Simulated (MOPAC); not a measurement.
Input file for MOPAC: PM7 on LiH+, 2S+1 = 2, a spin state set in the input, which need not be the lowest, a point of a bond scan (R = 2.237 Å). Charge +1.

```
PM7 1SCF PRECISE CHARGE=1 UHF MS=0.5 THREADS=1
HLi

H      0.00000000 1     0.00000000 1     0.00000000 1
Li     0.00000000 1     0.00000000 1     2.23674800 1
```

Program output:

```
*******************************************************************************
 **                                                                           **
 **                              MOPAC v23.2.5                                **
 **                                                                           **
 *******************************************************************************
 ** MOPAC's Digital Object Identifier: https://doi.org/10.5281/zenodo.6511958 **
 **                                                                           **
 ** Please cite the open-source release paper for use of this MOPAC version:  **
 ** J. E. Moussa and J. J. P. Stewart (2026)                                  **
 ** MOPAC: An open-source semiempirical molecular orbital program             **
 ** J. Open Source Softw., 11(119), 8025, https://doi.org/10.21105/joss.08025 **
 *******************************************************************************

                              PM7 CALCULATION RESULTS

 *******************************************************************************
 *  PM7        - The PM7 Hamiltonian to be used
 *  UHF        - UNRESTRICTED HARTREE-FOCK CALCULATION
 *
 *
 *
 *                 CHARGE ON SYSTEM = +1
 *
 *
 *
 *  MS=        - IN MECI, MAGNETIC COMPONENT OF SPIN =  0.5
 *  PRECISE    - TIGHTER CRITERIA TO BE USED
 *  1SCF       - DO 1 SCF AND THEN STOP
 *  THREADS=1  - MULTI-THREADING NOT USED
 *  T=         - A TIME OF 172800.0 SECONDS REQUESTED
 *  DUMP=N     - RESTART FILE WRITTEN EVERY 7200.0 SECONDS REQUESTED
 *******************************************************************************
PM7 1SCF PRECISE CHARGE=1 UHF MS=0.5 THREADS=1
 HLi

   ATOM   CHEMICAL          X               Y               Z
  NUMBER   SYMBOL      (ANGSTROMS)     (ANGSTROMS)     (ANGSTROMS)

     1       H          0.00000000  *   0.00000000  *   0.00000000  *
     2      Li          0.00000000  *   0.00000000  *   2.23674800  *



          CARTESIAN COORDINATES

    NO.       ATOM           X           Y           Z

     1         H          0.0000      0.0000      0.0000
     2        Li          0.0000      0.0000      2.2367

 General Reference for PM7:
 "Optimization of Parameters for Semiempirical Methods VI: More Modifications to the
 NDDO Approximations and Re-optimization of Parameters", J. J. P. Stewart, J. Mol. Mod., 1:32, 19 (2013)
 https://link.springer.com/article/10.1007/s00894-012-1667-x

           Empirical Formula: H Li  =     2 atoms



      MOLECULAR POINT GROUP   :   C*v


          UHF CALCULATION, NO. OF ALPHA ELECTRONS =    1
                           NO. OF BETA  ELECTRONS =    0

 -------------------------------------------------------------------------------
 PM7 1SCF PRECISE CHARGE=1 UHF MS=0.5 THREADS=1
 HLi



     1SCF WAS SPECIFIED, SO BFGS WAS NOT USED
     SCF FIELD WAS ACHIEVED


                              PM7 CALCULATION
                                                       MOPAC v23.2.5 Linux




          FINAL HEAT OF FORMATION =        202.75254 KCAL/MOL =     848.31661 KJ/MOL


          COSMO AREA              =         65.35 SQUARE ANGSTROMS
          COSMO VOLUME            =         47.20 CUBIC ANGSTROMS

          IONIZATION POTENTIAL    =         16.901138 EV
          ALPHA SOMO LUMO (EV)    =        -16.901 -4.552
          NO. OF ALPHA ELECTRONS  =          1
          NO. OF BETA  ELECTRONS  =          0
          MOLECULAR WEIGHT        =          7.9479         POINT GROUP:  C*v

          MOLECULAR DIMENSIONS (Angstroms)

            Atom       Atom       Distance
           Li     2    H     1     2.23675
           Li     2    H     1     0.00000
            H     1   Li     2     0.00000


          SCF CALCULATIONS        =          1





   ATOM   CHEMICAL          X               Y               Z
  NUMBER   SYMBOL      (ANGSTROMS)     (ANGSTROMS)     (ANGSTROMS)

     1       H          0.00000000  *   0.00000000  *   0.00000000  *
     2      Li          0.00000000  *   0.00000000  *   2.23674800  *

                             CARTESIAN COORDINATES

   1    H        0.000000000     0.000000000     0.000000000
   2   Li        0.000000000     0.000000000     2.236748000


           Empirical Formula: H Li  =     2 atoms



      MOLECULAR POINT GROUP   :   C*v


          ALPHA EIGENVALUES
 -16.90114  -4.55188  -2.17212  -2.17107  -2.17107


           BETA EIGENVALUES
  -5.32419  -2.18600  -2.03958  -2.03958  -2.01863


              NET ATOMIC CHARGES AND DIPOLE CONTRIBUTIONS

  ATOM NO.   TYPE          CHARGE      No. of ELECS.   s-Pop       p-Pop
    1          H           0.037254        0.9627     0.96275
    2         Li           0.962746        0.0373     0.03719     0.00006
 DIPOLE           X         Y         Z       TOTAL
 POINT-CHG.     0.000     0.000     0.962     0.962
 HYBRID         0.000     0.000     0.000     0.000
 SUM            0.000     0.000     0.963     0.963


          ATOMIC ORBITAL ELECTRON POPULATIONS

     Atom    s        px        py        pz
    1  H   0.96275
    2 Li   0.03719   0.00000   0.00000   0.00006


                    (SZ)    =    0.500000
                    (S**2)  =    0.750000


          ATOMIC ORBITAL SPIN POPULATIONS

    Atom   Total    s     px     py     pz
         Atomic
    1  H  0.9627  0.963
    2 Li  0.0373  0.037  0.000  0.000  0.000

 **********************
 *                    *
 * JOB ENDED NORMALLY *
 *                    *
 **********************




 == MOPAC DONE ==
```

The run finished.

Cost: very roughly 0.020 core-seconds.
